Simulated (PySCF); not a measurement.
# Identify the compound

Molecular formula: C₅H₁₂O₃Si. Simulated spectra:

¹H NMR (400 MHz, computed): δ 4.97 (sept, 1H), 4.23 (q, 2H), 3.96 (t, 3H), 1.28 (d, 6H).

¹³C{¹H} NMR (computed): δ 162.8, 73.1, 58.0, 23.7 (2C).

- σ from GIAO-PBE0/pcSseg-1
- geometry from GFN2-xTB
- code: PySCF 2.14
- non-relativistic, in vacuum, fast rotation and ring inversion assumed for equivalent nuclei, a single conformation

δ = σ(ref) − σ, references computed at the same level: ¹H and ¹³C vs TMS.

Problem. Which of these isomers gave the spectra?
A. CCO[SiH]1OCCCO1
B. CC(C)OC(=O)OC[SiH3]
C. CO[SiH2]C(=O)OC(C)C
D. COC(C)(C)[SiH2]C(=O)O

Solution. B. 

Rings plus π bonds: 1 (no ring in the answer). 4 carbon signals for 5 carbons: some carbons are equivalent by symmetry or fast rotation. Carbon types of the structure: 1 × C, 1 × CH, 1 × CH2, 2 × CH3, leaving 3 H on heteroatoms. δC 162.8: carbonate carbon; lone-pair donation from the attached heteroatom keeps it upfield of a ketone carbonyl. δC 73.1: sp3 CH bonded to O; pulled downfield by the heteroatom. δC 58.0: sp3 CH2 bonded to O and Si; the inductive effect lowers its shielding. δC 23.7: methyl carbon; aliphatic region, no heteroatom directly attached. δH 4.97: hydrogen on an sp3 CH bonded to O; its carbon carries O, hence the downfield position.

The others: CO[SiH2]C(=O)OC(C)C has carbons computed at 190.1, 67.2, 53.4, 23.9, with a different DEPT pattern; CCO[SiH]1OCCCO1 would give 7 signals for carbon-bound and other non-exchanging H, not 4; COC(C)(C)[SiH2]C(=O)O would give 3 signals for carbon-bound and other non-exchanging H, not 4.

Shifts are as computed. Against solution values, carbons near 30 ppm lie about +3 ppm off and those near 130 ppm about +5 ppm. Of 1211 compounds with measured shifts, 218 miss one by over three times the rms of a fit or turn the order of signals round; such compounds aren't used in these exercises. Multiplicities follow the n + 1 count of equivalent neighbours, as no J values were calculated; m marks all less simple cases, F and P coupling included.
